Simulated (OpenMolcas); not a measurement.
# Co7+, Rh7+, Ir7+: d² down the group

```json
{
 "Program": "OpenMolcas",
 "Method": "XMS-CASPT2, IPEA 0.25 Eh, imaginary shift 0.1 Eh",
 "Basis": "ANO-RCC-VTZP",
 "Scalar Hamiltonian": "DKH2, point nucleus",
 "Spin-orbit coupling": "RASSI with atomic mean-field integrals over the reference wave functions, term energies averaged over their components"
}
```

Active space for each ion: 2 electrons in 10 orbitals (d d); closed shells correlated by CASPT2: Co7+ 3s 3p; Rh7+ 4s 4p; Ir7+ 5s 5p.

Computed levels in cm-1 above ³F₂:

| Level | Co7+ | Rh7+ | Ir7+ |
| --- | --- | --- | --- |
| ³F₃ | 1381 | 3530 | 13080 |
| ³F₄ | 3080 | 7250 | 22340 |
| ³P₀ | 23120 | 16120 | 18080 |
| ³P₁ | 23630 | 17680 | 26240 |
| ³P₂ | 24860 | 21530 | 40090 |
| ¹G₄ | 33250 | 24650 | 37500 |
| ¹S₀ | 77960 | 55050 | 66890 |
| weight of ³F in the lowest level (%) | 100 | 97 | 86 |

Mixed levels, with the weight of the term that names them: Rh7+ ³P₂ (69 %), Ir7+ ³P₂ (56 %).

Measured, with the error of the calculation in %. Measured levels: Co7+ from Sugar and Corliss, J. Phys. Chem. Ref. Data 10, 1097 (1981); Ir7+ from van het Hof, Joshi, Wyart and Sugar, J. Res. Natl. Inst. Stand. Technol. 100, 687 (1995).

```csv
Level,Co7+,Ir7+
³F₃,1430 (-3.4),12672 (+3.3)
³F₄,3144 (-1.9),21615 (+3.4)
³P₀,22304 (+3.6),17254 (+4.8)
³P₁,22839 (+3.4),25221 (+4.1)
³P₂,24055 (+3.4),38878 (+3.1)
¹G₄,32360 (+2.8),36253 (+3.4)
¹S₀,74247 (+5.0),65022 (+2.9)
```

The fine-structure level ³F₄ changes by a factor of 7.25 from Co7+ to Ir7+.

Without spin-orbit coupling ³P lies 22240, 14140, 13130 cm-1 above ³F in that order; the difference to the level ³P₀, of either sign, comes from spin-orbit coupling, which also lowers the zero.

CASPT2 breaks the degeneracy within a term, and the mean is taken; among the terms shown or strongly mixed into the levels shown the widest spread is 950 cm-1 (4d² ³F, Rh7+). Active for correlation alone: 4d; no level in the range computed is led by a configuration that fills it, so any true level of that kind is missing (holds for Co7+). Active for correlation alone: 5d; no level in the range computed is led by a configuration that fills it, so any true level of that kind is missing (holds for Rh7+). Active for correlation alone: 6d; no level in the range computed is led by a configuration that fills it, so any true level of that kind is missing (holds for Ir7+). Computed and measured levels are paired by configuration, term and J; levels that our copy of the source lacks, or whose pairing is in doubt (as where it misses far off the trend of its configuration), stay unpaired and out of the deviations. Levels of configurations outside the active space are missing.
